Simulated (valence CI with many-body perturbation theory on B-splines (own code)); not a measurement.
Nb III: calculated level list

Level of theory: valence CI with perturbative core correlation (CI+MBPT): three valence electrons over a frozen Dirac-Fock core [Kr], radial functions for each j: 9 s, 9 p, 10 d, 8 f, 5 g, 3 h, 1 i, with the one-electron correlation potential Σ1 (screened to all orders), the two-electron term Σ2, the three-electron term Σ3, Breit, model QED; selected single and double excitations, second order for the rest, scaled by the run's own slope (own B-spline code, finite nucleus).

Against 24 measured levels this calculation errs by 556 cm⁻¹ on average and by 1107 at most. These come from a selection out of Shadmi, J. Res. Natl. Bur. Stand. 70A, 435 (1966). Levels without a partner in it may be off by more, other configurations by 1,000 to 8,000 cm⁻¹.

Levels 1 to 45 of 69, with energies above the lowest level, 4d3 4F_3/2. "Leading %" is the weight of the configuration and term that name the level; weights of strongly mixed levels are sums over their largest components and can fall short. In the jj column 3d3/2^4 stands for four electrons in 3d with j = 3/2. Lifetimes count E1, E2, E3, M1 and M2 decay at the calculated energies, and are blank where another channel may lead or the interval is too uncertain; long ones can be off by a factor of two.

```tsv
No.	Configuration	Term	J	E (cm⁻¹)	Leading %	g	Leading jj	Lifetime
1	4d3	4F	3/2	0.0	99	0.402	4d3/2^3 (40 %)	
2	4d3	4F	5/2	512	99	1.029	4d3/2^2 4d5/2 (78 %)	173 s
3	4d3	4F	7/2	1171	99	1.237	4d3/2 4d5/2^2 (75 %)	80.6 s
4	4d3	4F	9/2	1936	98	1.331	4d3/2 4d5/2^2 (48 %)	83.0 s
5	4d3	4P	3/2	9156	77	1.630	4d3/2^2 4d5/2 (59 %)	21.6 s
6	4d3	4P	1/2	9199	88	2.451	4d3/2^2 4d5/2 (82 %)	24.4 s
7	4d3	2G	7/2	9400	98	0.890	4d3/2 4d5/2^2 (49 %)	5.79 s
8	4d3	2G	9/2	9954	88	1.094	4d3/2^2 4d5/2 (61 %)	3.68 s
9	4d3	4P	5/2	10117	98	1.597	4d3/2 4d5/2^2 (64 %)	21.1 s
10	4d3	2P	1/2	11287	84	0.885	4d3/2 4d5/2^2 (80 %)	11.8 s
11	4d3	2P	3/2	11509	50	1.283	4d3/2 4d5/2^2 (57 %)	3.46 s
12	4d3	2H	9/2	12912	89	0.928	4d3/2 4d5/2^2 (49 %)	7.47 s
13	4d3	2H	11/2	13249	99	1.091	4d3/2 4d5/2^2 (99 %)	22.5 s
14	4d3	2D	3/2	13591	68	0.952	4d5/2^3 (65 %)	1.65 s
15	4d3	2D	5/2	13732	94	1.203	4d3/2 4d5/2^2 (50 %)	2.15 s
16	4d3	2F	7/2	20557	91	1.143	4d3/2 4d5/2^2 (68 %)	2.94 s
17	4d3	2F	5/2	20655	89	0.859	4d3/2 4d5/2^2 (47 %)	3.21 s
18	4d2 5s	4F	3/2	25687	98	0.401	4d3/2^2 5s (73 %)	69.6 ms
19	4d2 5s	4F	5/2	26202	98	1.028	4d3/2 4d5/2 5s (60 %)	67.4 ms
20	4d2 5s	4F	7/2	26928	98	1.238	4d3/2 4d5/2 5s (83 %)	64.5 ms
21	4d2 5s	4F	9/2	27838	99	1.333	4d5/2^2 5s (76 %)	61.1 ms
22	4d3	2D	5/2	32990	93	1.192	4d3/2^2 4d5/2 (52 %)	189 ms
23	4d3	2D	3/2	33282	96	0.799	4d3/2 4d5/2^2 (84 %)	186 ms
24	4d2 5s	2F	5/2	34367	81	0.887	4d3/2 4d5/2 5s (45 %)	51.8 ms
25	4d2 5s	4P	1/2	35622	98	2.668	4d3/2^2 5s (44 %)	19.4 ms
26	4d2 5s	2F	7/2	35740	90	1.141	4d5/2^2 5s (52 %)	48.5 ms
27	4d2 5s	4P	3/2	35911	95	1.698	4d3/2 4d5/2 5s (94 %)	20.0 ms
28	4d2 5s	4P	5/2	36076	78	1.507	4d3/2 4d5/2 5s (81 %)	22.3 ms
29	4d2 5s	2D	3/2	37610	89	0.839	4d5/2^2 5s (44 %)	38.0 ms
30	4d2 5s	2D	5/2	38182	73	1.271	4d5/2^2 5s (86 %)	32.2 ms
31	4d2 5s	2G	9/2	41695	97	1.112	4d3/2 4d5/2 5s (74 %)	29.3 ms
32	4d2 5s	2G	7/2	41762	97	0.890	4d3/2 4d5/2 5s (71 %)	29.0 ms
33	4d2 5s	2P	1/2	44569	92	0.670	4d3/2 4d5/2 5s (64 %)	38.4 ms
34	4d2 5s	2P	3/2	45316	91	1.328	4d3/2 4d5/2 5s (46 %)	37.5 ms
35	4d2 5s	2S	1/2	59856	97	2.000	4d5/2^2 5s (65 %)	10.8 ms
36	4d2 5p	4G°	5/2	63932	81	0.623	4d3/2^2 5p1/2 (78 %)	2.87 ns
37	4d2 5p	4G°	7/2	65231	90	0.998	4d3/2 4d5/2 5p1/2 (72 %)	2.72 ns
38	4d2 5p	4F°	3/2	66013	72	0.515	4d3/2^2 5p1/2 (57 %)	1.21 ns
39	4d2 5p	4G°	9/2	66665	95	1.176	4d3/2 4d5/2 5p3/2 (54 %)	2.57 ns
40	4d2 5p	4F°	5/2	66777	47	1.031	4d3/2 4d5/2 5p1/2 (80 %)	1.43 ns
41	4d2 5p	4F°	5/2	67232	42	0.911	4d3/2^2 5p3/2 (55 %)	1.50 ns
42	4d2 5p	4F°	7/2	67939	93	1.230	4d3/2 4d5/2 5p3/2 (50 %)	1.08 ns
43	4d2 5p	2D°	3/2	67963	65	0.734	4d3/2^2 5p3/2 (58 %)	1.43 ns
44	4d2 5p	4G°	11/2	68258	98	1.273	4d5/2^2 5p3/2 (75 %)	2.52 ns
45	4d2 5p	2F°	7/2	68579	80	1.166	4d5/2^2 5p1/2 (35 %)	1.87 ns
```

Names give the largest LS component (configuration and term), which can be under half, so a name can repeat, a term be missing and a line seem to break the LS rules; names also repeat where a configuration has a term twice.

Where two levels of one J and parity lie close, their mixing, g and order are uncertain.

The ionisation energy to 4d2 3F_2 of the next ion comes out as 25.093 eV (NIST: 25.04 eV (semi-empirical)). All 69 levels together are meant to be complete up to 79218 cm⁻¹.
